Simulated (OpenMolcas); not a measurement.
## Ne3+: effect of the basis set

```json
{
  "Program": "OpenMolcas 26.06",
  "Method": "CASSCF",
  "Active space": "5 electrons in 8 orbitals (2s 2p 3s 3p)",
  "State averaging": "2S+1 = 4 odd, 1 root; 2S+1 = 2 odd, 8 roots; 2S+1 = 4 even, 3 roots; 2S+1 = 2 even, 6 roots",
  "Spin-orbit coupling": "RASSI with atomic mean-field integrals over the reference wave functions, term energies averaged over their components"
}
```

A. ANO-RCC-VTZP [4s3p2d1f], DKH2, point nucleus; cost about 20 core-seconds
B. ANO-R2 [4s4p2d1f], X2C, finite nucleus; cost of the order of 30 core-seconds
C. ANO-RCC-VQZP [5s4p3d2f1g], DKH2, point nucleus; cost roughly 20 core-seconds
D. ANO-RCC [8s7p4d3f2g], DKH2, point nucleus; cost of the order of 29 core-seconds

Energies in cm⁻¹ above 2s² 2p³ ⁴S°_3/2, the measured ground level; measured values from Moore, Atomic Energy Levels, vol. I, NSRDS-NBS 35 (1971 reprint of NBS Circular 467, 1949).

```json
{"Level": "2s² 2p³ ⁴S°_3/2", "A": "0.0", "B": "0.0", "C": "0.0", "D": "0.0", "Measured": "0.0"}
{"Level": "2s² 2p³ ²D°_3/2", "A": "45010", "B": "45413", "C": "45151", "D": "45159", "Measured": ""}
{"Level": "2s² 2p³ ²D°_5/2", "A": "45056", "B": "45458", "C": "45197", "D": "45205", "Measured": ""}
{"Level": "2s² 2p³ ²P°_1/2", "A": "61586", "B": "62054", "C": "61752", "D": "61766", "Measured": ""}
{"Level": "2s² 2p³ ²P°_3/2", "A": "61628", "B": "62096", "C": "61794", "D": "61807", "Measured": ""}
{"Level": "2s 2p⁴ ⁴P_5/2", "A": "183921", "B": "183969", "C": "184078", "D": "184042", "Measured": "183860"}
{"Level": "2s 2p⁴ ⁴P_3/2", "A": "184459", "B": "184502", "C": "184614", "D": "184583", "Measured": "184477"}
{"Level": "2s 2p⁴ ⁴P_1/2", "A": "184776", "B": "184816", "C": "184931", "D": "184901", "Measured": "184799"}
{"Level": "2s 2p⁴ ²D_3/2", "A": "264701", "B": "264671", "C": "264872", "D": "264859", "Measured": ""}
{"Level": "2s 2p⁴ ²D_5/2", "A": "264715", "B": "264685", "C": "264885", "D": "264872", "Measured": ""}
```

Deviations, from unrounded energies. A percentage is the sum of absolute deviations over the sum of measured energies, with the sign that they share, or ± where signs differ.

| Against measurement | Levels | A | B | C | D |
| --- | --- | --- | --- | --- | --- |
| mean absolute deviation (cm-1) | 3 | 34 | 50 | 160 | 130 |
| other configurations (%) | 3 | ±0.0 | +0.0 | +0.1 | +0.1 |

A lies closest to measurement on these levels and C furthest from it. The largest miss of A in the table is 2s 2p⁴ ⁴P_5/2, by +61 cm-1. The ranking rests on the paired levels alone, and a cruder setting can come out closer through cancelling errors.

Among A to D the level of the table that moves most is 2s² 2p³ ²P°_1/2, by 470 cm-1 (lowest in A, highest in B).

Active for correlation alone: 3p 3s; no level in the range computed is led by a configuration that fills them, so any true level of that kind is missing. Computed and measured levels are paired by configuration, term and J; levels that our copy of the source lacks, or whose pairing is in doubt (as where it misses far off the trend of its configuration), stay unpaired and out of the deviations. Only configurations of the active space appear. Levels that lie high or do not pair safely by name in every column are left out.

° marks odd parity.
